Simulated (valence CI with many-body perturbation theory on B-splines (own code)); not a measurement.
# Cl XIII: key properties

Calculated by valence CI with perturbative core correlation (CI+MBPT): three valence electrons over a frozen Dirac-Fock core [He], radial functions for each j: 11 s, 11 p, 10 d, 8 f, 5 g, 2 h, with the one-electron correlation potential Σ1, the two-electron term Σ2, the three-electron term Σ3, Breit, model QED; selected CI, second order for the rest, scaled by the run's own slope (own B-spline code, finite nucleus).

No measured spectrum was set against this ion. As an estimate, levels of excited configurations hold to 0.05 to 0.15 % of their energy, terms of the ground configuration to about 0.5 %.

Rates and lifetimes use the calculated energies. Strong lines usually hold to 10 to 20 %, long lifetimes can be off by a factor of two.

Problem. What is the ground level?

Solution. 2s2.2p 2P°_1/2, composition 97 % 2s2.2p 2P° + 3 % 2p3 2P°, g = 0.664.

Problem. Among levels below 40.965 Ry, which E1 lines absorb most strongly from the ground level?

Solution. to 2s2.3d 2D_3/2 at 3.146 nm, f = 0.643; to 2s.2p.3p 2D_3/2 at 2.995 nm, f = 0.234; to 2s2.4d 2D_3/2 at 2.432 nm, f = 0.124.

Problem. How well does LS coupling describe the low levels?

Solution. Among the lowest 20 levels the leading LS term, summed over configurations, holds 98 % on average. For single configurations the figures are 96 % in LS and 76 % in jj coupling. Terms mix most in the J = 1/2 level at 4.346 Ry, where the leading one holds 86 %.

Problem. Where does the other parity begin?

Solution. At 2s.2p2 4P_1/2, 1.924 Ry.

Problem. How is the term 2P° of the ground level split?

Solution. J = 1/2 at 0.000, J = 3/2 at 0.159 Ry.
